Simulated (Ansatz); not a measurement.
Start from `OC(O)N[SiH3]` and change one atom or group to get `OCC(O)O`.

Ansatz, PBE0-D4/def2-TZVP geometries, multiplicity 1. Each molecule was computed in one conformer, which needn't be the lowest.

```json
{"property": "HOMO–LUMO gap (PBE/def2-TZVPP) / eV", "`OC(O)N[SiH3]`": "5.80"}
{"property": "HOMO energy (PBE0/def2-TZVPP) / eV", "`OC(O)N[SiH3]`": "-7.60"}
{"property": "HOMO–LUMO gap (PBE0/def2-TZVPP) / eV", "`OC(O)N[SiH3]`": "8.05"}
{"property": "size of the dipole moment (PBE/def2-TZVPP) / D", "`OC(O)N[SiH3]`": "1.16"}
{"property": "HOMO energy (ωB97M-V/def2-TZVPP) / eV", "`OC(O)N[SiH3]`": "-9.94"}
{"property": "HOMO energy (PBE/def2-TZVPP) / eV", "`OC(O)N[SiH3]`": "-6.18"}
```

Task: Give the same properties after the change, and the shifts. (Best estimate.)

Result: The calculation gave: 
```tsv
property	`OCC(O)O`	shift
HOMO–LUMO gap (PBE/def2-TZVPP) / eV	6.35	0.55
HOMO energy (PBE0/def2-TZVPP) / eV	-8.06	-0.46
HOMO–LUMO gap (PBE0/def2-TZVPP) / eV	8.91	0.86
size of the dipole moment (PBE/def2-TZVPP) / D	0.99	-0.17
HOMO energy (ωB97M-V/def2-TZVPP) / eV	-10.51	-0.57
HOMO energy (PBE/def2-TZVPP) / eV	-6.40	-0.22
```

With PBE0 the HOMO falls by 0.46 eV and the LUMO rises by 0.40 eV, so the gap widens by about 0.86 eV. PBE moves the HOMO by -0.22 eV and ωB97M-V by -0.57 eV. Dipoles are sizes alone; their direction can turn.
